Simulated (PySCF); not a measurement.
## Two-component Hartree-Fock for Xe³⁷⁺ (xenon, charge +37)

Start: [Ne] 3s2 3p5; 3p1/2 filled at m_j = -1/2, +1/2; 3p3/2 filled at m_j = -1/2, +1/2, +3/2. Calculated with PySCF 2.14 in an even-tempered Gaussian basis (19 s from 7.3 bohr⁻², ratio 2.4; 14 p from 9.5 bohr⁻², ratio 2.4; 5 d from 37 bohr⁻², ratio 2.6; 4 f from 56 bohr⁻², ratio 2.6): generalised Hartree-Fock with the X2C-1e Hamiltonian and a Gaussian nucleus; one run each with spin-orbit coupling (SO) switched off, then screened by Boettger's factors.

| spinor shell | electrons | ε, spin-free (eV) | ε, screened SO (eV) | weight of nominal j (screened SO) | rms radius, screened SO (bohr) |
| --- | --- | --- | --- | --- | --- |
| 1s1/2 | 2 | -36828.4 | -36823.5 | 1.000 | 0.0305 |
| 2s1/2 | 2 | -7532.1 | -7530.2 | 1.000 | 0.122 |
| 2p1/2 | 2 | -6972.2 | -7203.8 | 1.000 | 0.105 |
| 2p3/2 | 4 | -6972.2 | -6867.1 | 1.000 | 0.110 |
| 3s1/2 | 2 | -2848.5 | -2847.8 | 1.000 | 0.298 |
| 3p1/2 | 2 | -2666.8 | -2721.2 | 0.998 | 0.286 |
| 3p3/2 | 3 | -2666.8 | -2641.7 | 0.998 | 0.295 |

| quantity | spin-free | screened SO |
| --- | --- | --- |
| E (hartree) | -6326.04565 | -6329.35870 |
| M_J | 3/2 | 3/2 |
| ⟨J²⟩ | 3.751 | 3.751 |
| ⟨L²⟩ | 2.000 | 2.012 |
| ⟨S²⟩ | 0.750 | 0.762 |

Each row is a mean over spinors that exchange with the open shell spreads, by up to 19.172 eV (3s1/2).

Breit and QED terms are absent; they matter most for the inner s and p1/2 levels.

Densities and radii are taken from the X2C orbitals without a picture-change correction, which distorts them close to the nucleus.

Without spin-orbit coupling the j labels of p, d and f shells carry no meaning; the spin-free column gives the mean over the occupied spinors of each nl shell.
